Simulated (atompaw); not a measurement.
# What the settings do to the PAW (atompaw) potential of hydrogen

Base potential:

atompaw 4.2.0.5 input, output lines left out:

```
H 1
GGA-PBE scalarrelativistic loggrid 1500 logderivrange -2 5 176
1 0 0 0 0 0
1 0 1
0 0 0
v
1
1.40 1.20 0.95 1.05
y
0.55
n
y
0.1
n
custom polynom vanderbiltortho sinc
2 -0.5 troulliermartins
1.40
1.40
1.10
```

Cutoffs, loose and tight: the cutoffs (Ry, on a coarse ladder) from which the occupation-weighted sum of valence levels, in a spherical-Bessel basis at the reference potential, stays within 10 and 1 mRy of its value at 400 Ry. They see the waves, projectors and local potential, not the compensation charge or the core. A dash means not determined.

| change | outcome | cutoff, loose | cutoff, tight | bound ghosts |
| --- | --- | --- | --- | --- |
| base | generated | 12 Ry | 18 Ry | none |
| wave 1s channel at 0.55 Ry: rc 1.40 bohr becomes 1s channel at 0.55 Ry: rc 0.86 bohr | generated | 10 Ry | 18 Ry | none |
| added wave 2p channel at 2.85 Ry: rc 1.35 bohr | generated | 12 Ry | 18 Ry | none |
| all radii scaled by about 1.08 (s 1.52, p 1.18 bohr); local potential troulliermartins scheme with l = 2 at -0.5 Ry, radius 1.02 bohr; augmentation sinc compensation charge, radius 1.30 bohr; PAW radius 1.52 bohr; waves and projectors: custom polynom vanderbiltortho | generated | 10 Ry | 18 Ry | none |
| wave 2p channel at 0.1 Ry: rc 1.10 bohr becomes 2p channel at 0.45 Ry: rc 1.10 bohr | generated | 12 Ry | 18 Ry | none |
| functional LDA (PW92); added wave 2p channel at 1.35 Ry: rc 0.95 bohr | generated | 12 Ry | 18 Ry | none |
| augmentation sinc compensation charge, radius 1.20 bohr; PAW radius 1.40 bohr; waves and projectors: custom polynom2 7 10 vanderbiltortho | generated | 10 Ry | 15 Ry | none |
| augmentation gaussian compensation charge, radius 1.20 bohr; PAW radius 1.40 bohr; waves and projectors: custom polynom vanderbiltortho | generated | 12 Ry | 18 Ry | none |
| augmentation sinc compensation charge, radius 1.24 bohr; PAW radius 1.40 bohr; waves and projectors: custom polynom vanderbiltortho | generated | 12 Ry | 18 Ry | none |

What comes out with this change to the base: augmentation sinc compensation charge, radius 1.20 bohr; PAW radius 1.40 bohr; waves and projectors: custom rrkj gramschmidtortho?

outcome: generated; cutoff, loose: 15 Ry; cutoff, tight: 21 Ry; bound ghosts: none.
